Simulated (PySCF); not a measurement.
C3H5FOSi, SMILES F[SiH2]C1=COC1.

Geometry optimised at B3LYP-D3(BJ)/def2-SVP. The structure was generated by enumeration, and PubChem lists no compound with its InChIKey, so it may never have been made. The values are those of a single conformer.

These are TDA-LC-ωPBE/def2-SVPD in PySCF values and carry that method's errors.

Vertical excitations. Isolated molecule, no solvent.

### Question
List the lowest excited states. (An estimate is asked for; the answer gives what the named calculation found.)

### Answer

| state | energy (eV) | λ (nm) | f | main pairs |
|---|---|---|---|---|
| S1 | 6.46 | 192 | 0.001 | HOMO→LUMO 83 % |
| S2 | 6.59 | 188 | 0.368 | HOMO→LUMO+1 85 % |
| S3 | 7.22 | 172 | 0.001 | HOMO→LUMO+3 46 %, HOMO→LUMO+2 27 %, HOMO→LUMO+7 12 % |
| S4 | 7.47 | 166 | 0.004 | HOMO→LUMO+2 51 %, HOMO→LUMO+4 17 %, HOMO→LUMO+3 12 % |
| S5 | 7.74 | 160 | 0.003 | HOMO−1→LUMO+1 83 % |
| S6 | 8.28 | 150 | 0.003 | HOMO−4→LUMO+1 75 % |
| S7 | 8.38 | 148 | 0.008 | HOMO−2→LUMO 55 %, HOMO→LUMO+5 13 %, HOMO−4→LUMO+1 9 % |
| S8 | 8.58 | 144 | 0.009 | HOMO−1→LUMO 72 % |
| S9 | 8.61 | 144 | 0.000 | HOMO→LUMO+5 52 %, HOMO→LUMO+7 13 %, HOMO→LUMO+4 12 % |
| S10 | 8.76 | 141 | 0.097 | HOMO→LUMO+6 93 % |
| T1 | 3.68 | 337 | 0 | HOMO→LUMO+1 84 % |
| T2 | 6.25 | 198 | 0 | HOMO→LUMO 77 % |
| T3 | 6.90 | 180 | 0 | HOMO→LUMO+3 49 %, HOMO→LUMO+7 20 %, HOMO→LUMO+2 8 % |
| T4 | 7.24 | 171 | 0 | HOMO−1→LUMO+1 84 % |
Triplets are in the Tamm–Dancoff approximation.
